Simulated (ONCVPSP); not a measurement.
## u(r) = r·R(r): atom against pseudo-atom (nitrogen)

Columns: radius, all-electron u(r) and pseudo u(r) of the 2p shell (level -20.82 eV) of nitrogen in the configuration [He] 2s2 2p2; LDA (Perdew-Wang 92), scalar-relativistic, ONCV scheme, ONCVPSP 4.0.1.

| r (bohr) | all-electron | pseudo |
| --- | --- | --- |
| 0.098 | 0.0797 | 0.0251 |
| 0.195 | 0.2334 | 0.0960 |
| 0.292 | 0.3954 | 0.2042 |
| 0.390 | 0.5398 | 0.3385 |
| 0.488 | 0.6553 | 0.4829 |
| 0.585 | 0.7400 | 0.6208 |
| 0.682 | 0.7973 | 0.7408 |
| 0.780 | 0.8311 | 0.8339 |
| 0.878 | 0.8448 | 0.8935 |
| 0.975 | 0.8426 | 0.9192 |
| 1.072 | 0.8281 | 0.9153 |
| 1.170 | 0.8042 | 0.8877 |
| 1.268 | 0.7736 | 0.8434 |
| 1.365 | 0.7386 | 0.7900 |
| 1.463 | 0.7004 | 0.7327 |
| 1.560 | 0.6608 | 0.6776 |
| 1.658 | 0.6202 | 0.6266 |
| 1.755 | 0.5801 | 0.5816 |
| 1.852 | 0.5407 | 0.5408 |
| 1.950 | 0.5020 | 0.5020 |
| 2.047 | 0.4651 | 0.4651 |
| 2.145 | 0.4295 | 0.4295 |
| 2.242 | 0.3961 | 0.3960 |
| 2.340 | 0.3642 | 0.3641 |
| 2.438 | 0.3342 | 0.3342 |
| 2.535 | 0.3064 | 0.3064 |

(1) How many radial nodes do the two functions have?

(2) At about which radius was the pseudo-wave matched?

(3) Is the pseudo-wave norm-conserving?

## Answers

(1) The all-electron 2p function has n − l − 1 = 0; the pseudo-wave has 0.

(2) 1.95 bohr. The columns agree to 0.0005 from 1.85 bohr on; several derivatives are matched, so the curves merge somewhat inside the radius.

(3) Yes: the ONCV scheme keeps the norm inside the radius equal to the all-electron one, which fixes the energy derivative of the logarithmic derivative at the level.
